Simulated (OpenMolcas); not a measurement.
Mn3+ in a point-charge field

Mn3+ among 3 point charges of -2 e arranged as a planar triangle (D3h), 1.69 Å from the ion.
```
   1.6900    0.0000    0.0000  -2.00
  -0.8450    1.4636    0.0000  -2.00
  -0.8450   -1.4636    0.0000  -2.00
```

```
Program             : OpenMolcas
Method              : CASSCF
Basis               : ANO-RCC-VDZP [5s4p2d1f]
Scalar Hamiltonian  : DKH2, point nucleus
Active space        : 4 electrons in 5 orbitals (3d)
State averaging     : 2S+1 = 5 even, 5 roots; 2S+1 = 3 even, 45 roots; 2S+1 = 1 even, 50 roots
Spin-orbit coupling : state interaction with AMFI integrals over the reference wave functions
```

The lowest spin-free states (labels of D3, the rotations of D3h), above the lowest:

```
State  Degeneracy  E (cm-1)  Free-ion L (%)
   5E           2       0.0         D (100)
   5E           2     11685         D (100)
  5A1           1     14518         D (100)
  3A2           1     23803          H (51)
  3A1           1     23823          H (51)
  3A2           1     24068          H (75)
   3E           2     24312          H (69)
   3E           2     24478          H (69)
   3E           2     25768          H (59)
   3E           2     28044          P (31)
  3A2           1     28763          P (91)
  3A2           1     30653          F (73)
  3A1           1     30695          F (73)
   3E           2     30757          F (71)
  3A1           1     32541          G (68)
  1A1           1     33246          I (90)
   3E           2     33434          G (46)
   1E           2     33788          I (89)
   3E           2     35291         H (100)
   1E           2     35471          I (88)
```

The lowest levels with spin-orbit coupling:

```
E (cm-1)  Degeneracy  Label  2S+1                g
     0.0           1     A1     5                 
     0.1           1     A2     5                 
   200.9           2      E     5   0.00 0.00 0.02
   400.6           2      E     5   0.00 0.00 3.98
   599.1           2            5   0.00 0.00 7.99
   796.6           2      E     5  0.00 0.00 11.99
   11875           2      E     5   0.00 0.00 5.92
   11933           1     A1     5                 
   11998           1     A2     5                 
   12064           2      E     5   0.00 0.00 2.10
   12164           2      E     5   0.00 0.00 6.02
   12277           2            5  0.00 0.00 10.01
   14937           2      E     5   0.00 0.00 7.99
   14957           2      E     5   0.00 0.00 4.00
   14963           1     A1     5                 
   23739           2      E     3   0.00 0.00 1.98
   24196           1     A1     3                 
   24215           1     A2     3                 
   24370           1     A1     3                 
   24408           2      E     3   0.00 0.00 2.79
```

Powder χT (cm3 K/mol): 0.52 at 2 K, 0.575 at 10 K, 0.847 at 50 K, 1.15 at 100 K, 1.6 at 200 K, 1.96 at 300 K. The effective moment at 300 K is 2.828 √(χT) = 3.96 μB.

The lowest level has 2S+1 = 5, for which the spin-only value is χT = S(S+1) / 2 = 3.000 cm3 K/mol (g = 2). The computed 1.960 at 300 K differs by -1.040, through orbital momentum, spin-orbit coupling and any other state in reach.

An orbital doublet at a regular site is open to a Jahn-Teller distortion, which this geometry leaves out. Without dynamic correlation the repulsion within the d shell is too large (B by tens of per cent), so at a given field states of lower spin stand too high. This is an electrostatic model: the charges have no orbitals. No measured value stands beside these numbers.

The RASSCF and RASSI steps took 24 s on 1 thread of Arm Neoverse V1 (shared host); the integral step is not counted.

With an even number of electrons the g values are those of a degenerate or nearly degenerate non-Kramers pair.
